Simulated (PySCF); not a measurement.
## Frontier orbitals and the lowest excitations

C5H7FOSi.
Structure used (GFN2-xTB), in Å, numbered top down from 1:
```
atom  x, y, z in Å
C1     0.5920    2.8834    0.4330
C2     0.7937    1.7462    0.0950
Si3    1.0377   -0.0037   -0.4468
C4     1.6132   -0.9668    1.1225
O5     1.0127   -1.8926    1.6042
C6    -0.6468   -0.7503   -1.0039
C7    -1.7650   -0.5819    0.0127
F8    -1.0231   -0.1342   -2.1988
H9     0.4236    3.8787    0.7306
H10    2.0545   -0.1054   -1.4961
H11    2.5561   -0.6244    1.6000
H12   -0.5413   -1.8118   -1.2626
H13   -1.5052   -1.1187    0.9209
H14   -1.9086    0.4705    0.2487
H15   -2.6980   -0.9810   -0.3812
```

Theory: TDDFT CAM-B3LYP/def2-SVPD, vertical, gas phase, core orbitals frozen in the response in PySCF 2.14.0, density-fitted response routines.

Kohn–Sham orbitals with the atoms that hold most of them (Löwdin shares over 4%, at most four atoms; ? is withheld):

```json
{"orbital": "LUMO+2", "ε (eV)": "0.75", "atoms": "Si3 22%, C1 20%, C2 20%, H10 10%"}
{"orbital": "LUMO+1", "ε (eV)": "0.51", "atoms": "C1 24%, C2 23%, Si3 20%, C6 8%"}
{"orbital": "LUMO", "ε (eV)": "-0.70", "atoms": "?"}
{"orbital": "HOMO", "ε (eV)": "-8.68", "atoms": "O5 45%, C4 20%, Si3 11%, H11 9%"}
{"orbital": "HOMO-1", "ε (eV)": "-9.83", "atoms": "?"}
{"orbital": "HOMO-2", "ε (eV)": "-10.31", "atoms": "C2 42%, C1 39%, O5 6%, Si3 5%"}
{"orbital": "HOMO-3", "ε (eV)": "-10.58", "atoms": "C2 24%, C1 21%, F8 12%, C6 11%"}
```

Task: Give the leading atoms of the HOMO-1.

Result: C2 (bonded to C and Si) 23%; C1 (bonded to C and H) 23%; C6 (bonded to C, F, Si and H) 15%; Si3 (bonded to 3 C and H) 11%. By element: carbon 61% or more, silicon 11%.

Task: Which atoms hold the LUMO, and with what shares?

Result: C4 (bonded to O, Si and H) 38%; O5 (bonded to C) 33%; Si3 (bonded to 3 C and H) 12%; H11 (bonded to C) 6%.

Task: How does S1 compare with the orbital gap of 7.98 eV?

Result: S1 is at 3.24 eV (f = 0.0012), 4.74 eV below the gap, made of HOMO→LUMO (92%). 

Next come S2 at 5.89 eV (f 0.0005), HOMO-1→LUMO (24%), HOMO→LUMO+1 (21%), HOMO-2→LUMO+1 (16%); S3 at 6.04 eV (f 0.0069), HOMO-1→LUMO (34%), HOMO→LUMO+1 (32%), HOMO-2→LUMO+1 (10%); S4 at 6.18 eV (f 0.019), HOMO→LUMO+2 (24%), HOMO-1→LUMO+1 (22%), HOMO-2→LUMO (20%); S5 at 6.45 eV (f 0.0098), HOMO-1→LUMO (28%), HOMO-3→LUMO (22%), HOMO-1→LUMO+2 (12%).

Löwdin shares depend on the basis, the more so with diffuse functions.

One conformer stands for the species.
